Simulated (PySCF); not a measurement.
CdFHO. Atoms are numbered in the order given.

```xyz
4

Cd     0.0058     0.0088     0.0000
F     -0.0072     1.9550     0.0000
O     -0.1232    -1.9591     0.0000
H      0.7715    -2.3427     0.0000
```
Charge 0, spin multiplicity 1.

Geometry: PBE-D3(BJ)/def2-TZVP. The def2 effective core potentials stand for the cores of Cd; spin–orbit coupling is left out. The values are those of a single conformer.

Calculation: M06-2X/def2-TZVPD (PySCF).

Isolated molecule, no solvent.

```
Item                                                                                                            Result
---------------------------------------------------------------------------------------------  -----------------------
total energy                                                                                        -343.39330 hartree
point group                                                                                                         Cs
highest occupied level                                                                                       -10.31 eV
lowest empty level                                                                                            -1.43 eV
orbital gap                                                                                                    8.88 eV
dipole moment                                                                                                0.424 e·Å
quadrupole, principal values (traceless, Buckingham form, about the centre of nuclear charge)  -16.99, 6.44, 10.55 D·Å
mean static polarisability                                                                        30.9 bohr³ (4.57 Å³)
polarisability, principal values                                                                25.2, 25.3, 42.1 bohr³
```
